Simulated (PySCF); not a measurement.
An unknown shows these calculated signals:

1H NMR (400 MHz, computed): δ 7.00 (m, 1H), 5.62 (d, 1H), 5.59 (br s, 1H), 4.93 (br, 1H), 4.59 (d, 2H), 3.26 (d, 3H).

13C{1H} NMR (computed): δ 168.7 (C), 163.6 (CH), 128.9 (CH), 64.4 (CH2), 26.6 (CH3).

Gas phase, fast rotation and ring inversion assumed for equivalent nuclei, one computed conformer, non-relativistic Hamiltonian. Geometry from GFN2-xTB; GIAO PBE0/pcSseg-1 shieldings; PySCF 2.14.0 with density-fitted response routines.

δ = σ(ref) − σ, references computed at the same level: 1H, 13C against TMS.

Which of these does the molecule contain: a C≡C triple bond, a Si–H bond, an N-methyl group, a non-aromatic C=C double bond, a vinyl group CH=CH2, an OH group?

## Answers


- A C≡C triple bond: no.
- A Si–H bond: no.
- An N-methyl group: yes (δC 26.6; δH 3.26 (d)).
- A non-aromatic C=C double bond: yes.
- A vinyl group CH=CH2: no.
- An OH group: yes (δH 5.59 (br s)).

The data belong to `InChI=1S/C5H9NO2/c1-6-5(8)3-2-4-7/h2-3,7H,4H2,1H3,(H,6,8)/b3-2-`; they needn't prove each group on their own.

Carbon signals by region: 2 in the far downfield region (above 160 ppm), 1 in the sp2 and nitrile region (100–160 ppm), 1 at 50–100 ppm, 1 below 50 ppm. Above 160 ppm: 168.7, amide carbonyl carbon, 163.6, β carbon of a C=C–C=O unit.

The OH or NH signal is concentration- and solvent-dependent in practice; the value given is the gas-phase one. Amide-type NH protons are broadened by 14N but still split neighbouring CH signals. Shifts are as computed. Against solution values, carbons near 30 ppm lie about +3 ppm off and those near 130 ppm about +5 ppm. Of 1211 compounds with measured shifts, 218 miss one by over three times the rms of a fit or turn the order of signals round; such compounds aren't used in these exercises. Hydrogen bonding in solution deshields acid and N–H amide carbonyl carbons by as much as 10 ppm beyond these values. No couplings were computed; multiplicities are counted from neighbouring protons, with m where these are inequivalent, close in shift, in a saturated or five-membered ring or joined by F or P, and br s for small geminal =CH2 splittings.
